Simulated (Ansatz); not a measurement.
Start from `C[O][GeH3]` and change one atom or group to get `C[O][GeH2][C]#N`.

Ansatz, PBE0-D4/def2-TZVP geometries, multiplicity 1. Each molecule was computed in one conformer, which needn't be the lowest.

Scalar relativity is left out up to krypton.

| property | `C[O][GeH3]` |
| --- | --- |
| HOMO–LUMO gap (B3LYP/def2-TZVPP) / eV | 7.59 |
| size of the dipole moment (PBE/def2-TZVPP) / D | 1.00 |
| size of the dipole moment (ωB97M-V/def2-TZVPP) / D | 1.14 |
| LUMO energy (ωB97M-V/def2-TZVPP) / eV | 2.08 |
| size of the dipole moment (B3LYP/def2-TZVPP) / D | 1.11 |
| HOMO energy (PBE/def2-TZVPP) / eV | -6.21 |

(1) Give the same properties after the change, and the shifts. (Estimate.)

Answers

(1) The calculation gave: 
| property | `C[O][GeH2][C]#N` | shift |
| --- | --- | --- |
| HOMO–LUMO gap (B3LYP/def2-TZVPP) / eV | 7.08 | -0.51 |
| size of the dipole moment (PBE/def2-TZVPP) / D | 4.53 | 3.53 |
| size of the dipole moment (ωB97M-V/def2-TZVPP) / D | 4.72 | 3.58 |
| LUMO energy (ωB97M-V/def2-TZVPP) / eV | 1.07 | -1.01 |
| size of the dipole moment (B3LYP/def2-TZVPP) / D | 4.72 | 3.61 |
| HOMO energy (PBE/def2-TZVPP) / eV | -6.88 | -0.67 |

With PBE0 the HOMO falls by 0.69 eV and the LUMO falls by 1.22 eV, so the gap narrows by about 0.53 eV. PBE moves the HOMO by -0.67 eV and ωB97M-V by -0.71 eV. The zero-point energy changes by 2.5 kJ/mol with +3 modes. Dipoles are sizes alone; their direction can turn.

B3LYP here is the variant with VWN-RPA as its local correlation; programs differ in this.
